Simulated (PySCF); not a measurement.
## NMR parameters from quadrupole coupling constants

C3H8OSi2.
Structure used (GFN2-xTB), in Å, numbered top down from 1:
```xyz
14
C3H8OSi2 angstrom
C     -2.6611    0.0208    0.3813
O     -2.1973    1.0609   -0.4197
Si    -0.9307    1.0926   -1.4366
C      0.6484    0.6482   -0.5647
C      1.6566    0.3441    0.0344
Si     3.1935   -0.1017    0.9597
H     -1.8726   -0.3406    1.0469
H     -3.4912    0.3986    0.9802
H     -3.0117   -0.8156   -0.2297
H     -0.9794    2.4935   -1.8256
H     -1.0812    0.1201   -2.5282
H      2.8872   -0.0731    2.3933
H      3.6086   -1.4482    0.5552
H      4.2302    0.8799    0.6312
```

Computed at PBE0/pcSseg-1 (PySCF, non-relativistic):

```csv
atom,environment,nucleus,spin I,Q (b),CQ = χzz (MHz),η
O2,silyl ether oxygen,17O,5/2,-0.0256,-10.345,0.365
```

Task: Give the quadrupolar product PQ = |CQ|√(1 + η²/3), the quadrupolar frequency νQ = 3|CQ|/[2I(2I − 1)] and the Larmor frequency ν0 = |g| × 7.62259 MHz/T × B at 16.45 T, with g(17O) = −0.75752.

Result: 
| atom | PQ (MHz) | νQ (MHz) | ν0 (MHz) | νQ/ν0 |
| --- | --- | --- | --- | --- |
| O2 | 10.57 | 1.552 | 94.99 | 0.016 |

For O2: PQ = 10.35 × 1.0220, νQ = 10.35 × 0.1500, ν0 = 5.7742 MHz/T × 16.45 T.

Task: Second-order quadrupolar shift of the central transition's centre of gravity (half-integer spins, νQ < ν0/10) at 16.45 and 18.8 T.

Result: δ = −(3/40)(PQ/ν0)² [I(I + 1) − 3/4]/[I²(2I − 1)²], in ppm:

```
     site  16.45 T  18.8 T
17O at O2    -74.3   -56.9
```

The couplings are those of the rigid, isolated species; surroundings and motion change them. GFN2-xTB bond lengths can be off by several hundredths of an ångström, more for odd bonds, and the gradients follow them. These gradients aren't converged with respect to the basis.

One conformer stands for the species.
